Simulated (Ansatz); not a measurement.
Saddle point of BH2ClOF2, singlet (BHOF₂ ([OH][B]([F])[F]) + HCl → BClF₂ ([F][B]([F])[Cl]) + H₂O (still joined by a long B–O bond); bonds formed: B1–Cl6, O2–H5; bonds broken: H5–Cl6; bonds weakened to dative contacts: B1–O2), PBE0-D4/def2-TZVP structure:

```json
{"atom": "B1", "x (Å)": "-0.4418", "y (Å)": "0.4693", "z (Å)": "-0.0684"}
{"atom": "O2", "x (Å)": "0.9693", "y (Å)": "0.0876", "z (Å)": "-0.3111"}
{"atom": "F3", "x (Å)": "-1.2857", "y (Å)": "0.1535", "z (Å)": "-1.0407"}
{"atom": "F4", "x (Å)": "-0.6103", "y (Å)": "1.5726", "z (Å)": "0.6295"}
{"atom": "H5", "x (Å)": "0.7447", "y (Å)": "-0.7626", "z (Å)": "0.5499"}
{"atom": "Cl6", "x (Å)": "-0.4551", "y (Å)": "-1.1951", "z (Å)": "1.4181"}
{"atom": "H7", "x (Å)": "1.0790", "y (Å)": "-0.3253", "z (Å)": "-1.1773"}
```

Energies are electronic, without zero-point energy. Barriers and step energies count from the start structure reached by relaxing down the imaginary mode; all methods use the PBE0-D4 structures, on which another method's saddle can fall below an end. Program: Ansatz 0.2.0. Basis: def2-TZVPP, with def2-QZVPP for the basis limit. Cores are frozen in the correlated methods. B3LYP uses VWN-RPA correlation. Extrapolation: Hartree–Fock as exp(−7.88 √X), correlation as X^−2.97.

```json
{"method": "SPW92", "barrier (kcal/mol)": "11.03", "step energy (kcal/mol)": "1.28"}
{"method": "PBE-D4", "barrier (kcal/mol)": "?", "step energy (kcal/mol)": "6.15"}
{"method": "BLYP-D4", "barrier (kcal/mol)": "23.64", "step energy (kcal/mol)": "10.04"}
{"method": "r2SCAN-D4", "barrier (kcal/mol)": "20.16", "step energy (kcal/mol)": "5.69"}
{"method": "B97M-V", "barrier (kcal/mol)": "25.35", "step energy (kcal/mol)": "7.61"}
{"method": "PBE0-D4", "barrier (kcal/mol)": "21.68", "step energy (kcal/mol)": "5.95"}
{"method": "B3LYP-D4", "barrier (kcal/mol)": "?", "step energy (kcal/mol)": "9.50"}
{"method": "r2SCAN0-D4", "barrier (kcal/mol)": "22.37", "step energy (kcal/mol)": "5.71"}
{"method": "BHLYP-D4", "barrier (kcal/mol)": "28.96", "step energy (kcal/mol)": "9.31"}
{"method": "CAM-B3LYP-D4", "barrier (kcal/mol)": "25.84", "step energy (kcal/mol)": "8.69"}
{"method": "wB97X-V", "barrier (kcal/mol)": "24.57", "step energy (kcal/mol)": "6.26"}
{"method": "wB97M-V", "barrier (kcal/mol)": "23.69", "step energy (kcal/mol)": "5.98"}
{"method": "B2PLYP", "barrier (kcal/mol)": "26.48", "step energy (kcal/mol)": "9.33"}
{"method": "PBE-QIDH", "barrier (kcal/mol)": "?", "step energy (kcal/mol)": "5.99"}
{"method": "RPA on PBE", "barrier (kcal/mol)": "26.45", "step energy (kcal/mol)": "8.46"}
{"method": "HF", "barrier (kcal/mol)": "39.58", "step energy (kcal/mol)": "14.35"}
{"method": "MP2", "barrier (kcal/mol)": "24.59", "step energy (kcal/mol)": "6.85"}
{"method": "CCSD", "barrier (kcal/mol)": "29.02", "step energy (kcal/mol)": "8.91"}
{"method": "CCSD(T)", "barrier (kcal/mol)": "26.47", "step energy (kcal/mol)": "7.85"}
```

Task: Fill in the withheld barriers. (To be estimated.)

Result: By the calculation: B3LYP-D4 25.52; PBE-D4 18.76; PBE-QIDH 23.89 kcal/mol. Each is the energy of the saddle less that of the start structure, by the same method.

For comparison, the barrier by CCSD(T) at an estimated basis limit (MP2 extrapolated from triple and quadruple zeta, plus CCSD(T) − MP2 in triple zeta) is 25.94 kcal/mol.

The T1 diagnostic stays at or below 0.012.

Hydrogen chloride, the by-product of chloride precursors, can attack films and sites by steps of this kind.

Labels in which every atom is bracketed show which atoms are joined, not bond orders.

For scale, one of the runs: CCSD(T)/def2-TZVPP, 194 basis functions, launched by `ansatz run in.yaml --threads 4 --pin off --events-out ev --progress --plain --max-ram 9574MiB`. The run took 69 s on 4 CPU threads of an Intel Xeon (shared host), with 2.4 GiB of host memory at its peak.
